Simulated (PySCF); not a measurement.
`C[Si@H]([SiH3])[SiH2]CCl`: 4 charge schemes on one density

C2H11ClSi3.
Z-matrix (Å and degrees, GFN2-xTB geometry), rows numbered from 1:
```
C 
Si  1  1.9095
Si  2  2.3293  1  109.92
Si  2  2.3291  1  108.23  3  -127.47
C   4  1.9187  2  107.67  1    90.84
Cl  5  1.7859  4  109.05  2   -51.72
H   1  1.0864  2  110.89  3    62.98
H   1  1.0866  2  111.49  3   -56.85
H   1  1.0867  2  111.59  3  -177.17
H   2  1.4821  1  105.12  3   118.64
H   3  1.4662  2  113.83  1    56.98
H   3  1.4638  2  112.65  1   -64.14
H   3  1.4676  2  110.60  1   176.92
H   4  1.4711  2  116.62  1  -153.28
H   4  1.4686  2  117.34  1   -26.78
H   5  1.0867  4  113.31  2  -170.01
H   5  1.0877  4  112.89  2    66.29
```

Density: PBE0/pcSseg-1 (PySCF); schemes: Mulliken, IAO, Hirshfeld and ESP-fitted. Geometry: GFN2-xTB, one conformer, isolated molecule.

Problem. For which atoms does the sign change between the 4 schemes (beyond +0.03 e in one, beyond −0.03 e in another)?

Solution. For none.

Problem. Which atoms carry the highest charge in the Mulliken, IAO, Hirshfeld and ESP-fitted schemes?

Solution. The schemes don't all agree: Mulliken Si4 (+0.412); IAO Si4 (+0.464); Hirshfeld Si4 (+0.237); ESP-fitted Si2 (+0.305).

Problem. At which atom do the 4 schemes differ most?

Solution. At C1: from -0.684 (IAO) to -0.211 e (Hirshfeld), 0.473 e apart.

Problem. What partial charge does each atom carry?

Solution. In e:

```json
{"atom": "C1", "environment": "Si-methyl carbon", "Mulliken": "-0.589", "IAO": "-0.684", "Hirshfeld": "-0.211", "ESP-fitted": "-0.518"}
{"atom": "Si2", "environment": "SiH silicon", "Mulliken": "+0.057", "IAO": "+0.318", "Hirshfeld": "+0.187", "ESP-fitted": "+0.305"}
{"atom": "Si3", "environment": "SiH3 silicon", "Mulliken": "+0.233", "IAO": "+0.290", "Hirshfeld": "+0.208", "ESP-fitted": "+0.168"}
{"atom": "Si4", "environment": "SiH2 silicon", "Mulliken": "+0.412", "IAO": "+0.464", "Hirshfeld": "+0.237", "ESP-fitted": "+0.269"}
{"atom": "C5", "environment": "sp3 C–Cl carbon", "Mulliken": "-0.494", "IAO": "-0.512", "Hirshfeld": "-0.127", "ESP-fitted": "-0.463"}
{"atom": "Cl6", "environment": "alkyl chlorine", "Mulliken": "-0.168", "IAO": "-0.109", "Hirshfeld": "-0.049", "ESP-fitted": "-0.137"}
{"atom": "H7", "environment": "methyl hydrogen", "Mulliken": "+0.152", "IAO": "+0.160", "Hirshfeld": "+0.032", "ESP-fitted": "+0.142"}
{"atom": "H8", "environment": "methyl hydrogen", "Mulliken": "+0.145", "IAO": "+0.156", "Hirshfeld": "+0.042", "ESP-fitted": "+0.141"}
{"atom": "H9", "environment": "methyl hydrogen", "Mulliken": "+0.146", "IAO": "+0.157", "Hirshfeld": "+0.043", "ESP-fitted": "+0.129"}
{"atom": "H10", "environment": "Si–H hydrogen", "Mulliken": "-0.010", "IAO": "-0.094", "Hirshfeld": "-0.082", "ESP-fitted": "-0.116"}
{"atom": "H11", "environment": "Si–H hydrogen", "Mulliken": "-0.053", "IAO": "-0.091", "Hirshfeld": "-0.070", "ESP-fitted": "-0.055"}
{"atom": "H12", "environment": "Si–H hydrogen", "Mulliken": "-0.045", "IAO": "-0.090", "Hirshfeld": "-0.077", "ESP-fitted": "-0.054"}
{"atom": "H13", "environment": "Si–H hydrogen", "Mulliken": "-0.063", "IAO": "-0.102", "Hirshfeld": "-0.079", "ESP-fitted": "-0.085"}
{"atom": "H14", "environment": "Si–H hydrogen", "Mulliken": "-0.056", "IAO": "-0.107", "Hirshfeld": "-0.079", "ESP-fitted": "-0.094"}
{"atom": "H15", "environment": "Si–H hydrogen", "Mulliken": "-0.036", "IAO": "-0.094", "Hirshfeld": "-0.072", "ESP-fitted": "-0.049"}
{"atom": "H16", "environment": "methylene hydrogen", "Mulliken": "+0.183", "IAO": "+0.172", "Hirshfeld": "+0.049", "ESP-fitted": "+0.220"}
{"atom": "H17", "environment": "methylene hydrogen", "Mulliken": "+0.186", "IAO": "+0.167", "Hirshfeld": "+0.045", "ESP-fitted": "+0.199"}
```

Mean size of the charges over all atoms: IAO 0.222 e, ESP-fitted 0.185 e, Mulliken 0.178 e, Hirshfeld 0.099 e. Each set sums to the total charge, 0, to within 0.001 e. The IAO scheme projects the occupied orbitals on a minimal set of polarised atomic orbitals and counts the electrons in each atom's part of it. The Mulliken scheme gives each basis function's population to the atom it is centred on and halves the overlap population of two atoms between them.

Problem. Sum the charges by element, for elements with more than one atom.

Solution. 
```csv
element,atoms,Mulliken,IAO,Hirshfeld,ESP-fitted
C,2,-1.083,-1.196,-0.338,-0.981
Si,3,+0.703,+1.071,+0.632,+0.742
H,11,+0.548,+0.234,-0.247,+0.376
```

Problem. How closely do the schemes follow one another over all atoms?

Solution. Correlation coefficient and root-mean-square difference: IAO with ESP-fitted 0.98, 0.074 e; Mulliken with IAO 0.96, 0.079 e; Mulliken with ESP-fitted 0.94, 0.080 e; IAO with Hirshfeld 0.92, 0.176 e; Hirshfeld with ESP-fitted 0.87, 0.136 e; Mulliken with Hirshfeld 0.83, 0.158 e.

The run behind these numbers computed NMR shieldings as well. Hardware: one thread of an Intel Xeon Platinum 8488C, shared host with 192 logical CPUs at a one-minute load of 80. Cost: 32 s of wall time, 0.84 GiB resident at most.
